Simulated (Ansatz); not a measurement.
NbS2, relaxed as a quartet with UKS PBE-D4/def2-TZVP in Ansatz, starting from the PBE-D4/def2-TZVP geometry of the neutral doublet. Force threshold 0.02 eV/Å.

In the def2 sets Nb takes a core potential; there is no spin–orbit coupling. The relaxation made no stability test and no search for a lower SCF solution. The structure comes from a short search, and lower isomers may exist.

Start:

```xyz
3

Nb   -1.328    0.021    0.404
S     0.407    0.474   -1.074
S     0.922   -0.495    0.670
```

Estimate the energy that the relaxation releases and the steps that it takes.

0.00 eV, in 2 steps; 2.4 s on 4 threads of Arm Neoverse V2 on a shared host. No frequencies were taken in this run, so the end may be a saddle point.

Does the start keep its bonding and symmetry?

By distances, no bond broke or formed. The bond that changes most is Nb1–S2, from 2.32 to 2.34 Å (atoms count from 1). Point group C2v at the start, C2v at the end, both within 0.05 Å.

Predict the relaxed structure.


```xyz
3

Nb   -1.340    0.021    0.407
S     0.413    0.474   -1.076
S     0.927   -0.495    0.669
```
Bond lengths: 2 × Nb–S 2.34 Å; 1 × S–S 2.06 Å.
